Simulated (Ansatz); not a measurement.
Cartesian coordinates in Å:
```
N -0.676 1.157 -1.073
Ta 0.246 0.106 0.012
N -1.044 -1.300 0.562
O 0.895 1.054 1.548
O 1.758 -0.683 -0.868
H -1.136 1.796 -1.697
H -0.818 -2.059 1.188
H -2.004 -1.364 0.265
H 0.742 1.950 1.844
H 2.036 -0.657 -1.782
```

Charge 0, multiplicity 1. Ta: def2 effective core potential.

Question: List the PBE/def2-TZVPP orbital energies in eV (Ansatz 0.2.0). (Estimate.)

Answer: Ansatz gave: Occupied: -510.01, -510.01, -379.80, -379.27, -70.50, -37.83, -37.66, -37.54, -24.05, -23.87, -20.27, -18.37, -12.14, -12.11, -11.76, -10.15, -9.50, -8.49, -8.27, -7.71, -7.34, -6.24, -6.15, -6.02. Lowest empty: -0.64, -0.59, -0.26, -0.03, 0.41, 0.46, 1.10, 1.36.
